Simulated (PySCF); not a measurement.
## Spin states of NaBi

Unrestricted PBE0; PySCF, scalar-relativistic core potentials, basis sets Na cc-pVDZ, Bi cc-pVDZ-PP with ECP60. Outer shells of the fragments: Na 3s1; Bi 5d10 6s2 6p3.

Followed along the bond (rough minima from three points):

```json
{"2Ms+1": "3", "unpaired": "π ↑↑", "⟨S²⟩ at the start": "2.04", "R at minimum (Å)": "3.00", "Te (eV)": "0.00"}
{"2Ms+1": "1", "unpaired": "π ↑↓", "⟨S²⟩ at the start": "1.00", "R at minimum (Å)": "2.98", "Te (eV)": "0.33"}
{"2Ms+1": "1", "unpaired": "none", "⟨S²⟩ at the start": "0.00", "R at minimum (Å)": "2.97", "Te (eV)": "1.17"}
{"2Ms+1": "1", "unpaired": "σ ↓, π ↑", "⟨S²⟩ at the start": "1.01", "R at minimum (Å)": "2.94", "Te (eV)": "1.19"}
{"2Ms+1": "3", "unpaired": "σ ↑, π ↑", "⟨S²⟩ at the start": "2.00", "R at minimum (Å)": "none in the scan", "Te (eV)": "≤ 0.92"}
```

Solutions found at the starting distance of 3.035 Å, counted from the lowest of them; the search is not exhaustive and high or unbound solutions are not listed, so other states can lie among these:

| 2Ms+1 | unpaired | term | E (eV) | ⟨S²⟩ | ⟨Lz²⟩ | μ (D) |
| --- | --- | --- | --- | --- | --- | --- |
| 3 | π ↑↑ | ³Σ⁻ | 0.00 | 2.04 | 0.00 | -5.97 |
| 1 | π ↑↓ | mixed | 0.33 | 1.00 | 2.01 | -6.26 |
| 3 | σ ↑, π ↑ | ³Π | 0.92 | 2.00 | 1.01 | -7.86 |
| 1 | none | mixed | 1.18 | 0.00 | 2.00 | -6.16 |
| 1 | σ ↓, π ↑ | mixed | 1.20 | 1.01 | 1.01 | -7.60 |
| 5 | σ ↑↑, π ↑↑ | ⁵Σ⁻ | 1.55 | 6.00 | 0.00 | 3.18 |
| 3 | σ ↑↑, π ↑↓ | mixed | 2.23 | 3.01 | 2.01 | 3.33 |
| 1 | σ ↓↓, π ↑↑ | mixed | 2.25 | 2.01 | 0.00 | 3.50 |
| 3 | σ ↑, π ↑ | ³Π | 2.69 | 2.00 | 1.00 | 3.78 |
| 1 | σ ↓, π ↑ | mixed | 2.72 | 1.00 | 1.00 | 4.01 |
| 5 | σ ↑, π ↑↑↑ | ⁵Π | 3.05 | 6.00 | 1.00 | 2.17 |
| 3 | σ ↑↑ | mixed | 3.14 | 2.00 | 2.00 | 3.39 |
| 3 | σ ↑, π ↑↑↓ | mixed | 3.71 | 3.01 | 3.01 | 2.26 |

A term symbol is given only where ⟨S²⟩ and ⟨Lz²⟩ are close to those of a pure state; real π, δ and φ orbitals otherwise mix terms. A positive dipole means Na(−)Bi(+).

Spin–orbit coupling is left out, which matters for elements this heavy, above all for dissociation energies. Counting both spins, an empty level lies below a filled one in some of these solutions, because spin and occupation are held.
